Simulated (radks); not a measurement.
Valence configurations of Sm (all share [Xe]). Calculated with a radial shooting solver on a logarithmic mesh with Libxc functionals: Dirac Kohn-Sham, PBEsol, spin-unpolarised, spherical densities, finite nucleus; open shells are shared between the two j in proportion to 2j + 1; Fermi nuclear charge, rms radius 5.0819 fm. Energies are relative to 4f6 6s2; eigenvalues in eV.

valence          E (eV)  e(4f5/2)  e(4f7/2)  e(5d3/2)  e(5d5/2)  e(6p1/2)
4f6 6s2           0.000    -2.813    -2.272         -         -         -
4f6 6s1 6p1       2.453    -4.080    -3.538         -         -    -1.928
4f5 5d1 6s2       2.917    -8.322    -7.727    -2.912    -2.663         -
4f5 6s2 6p1       4.952   -11.502   -10.904         -         -    -2.396
4f4 5d1 6s2 6p1  13.854   -18.137   -17.487    -6.342    -5.973    -2.504
4f4 6s2 6p2      18.461   -21.712   -21.059         -         -    -3.352

NIST lists [Xe] 4f6 6s2 as the ground configuration; this level of theory agrees among the configurations tried. The energies are those of spherical spin-averaged densities, not of single terms. No valid solution was reached for [Xe] 4f7 6s1; [Xe] 4f8; [Xe] 4f7 6p1; [Xe] 4f7 5d0.5 6s0.5.
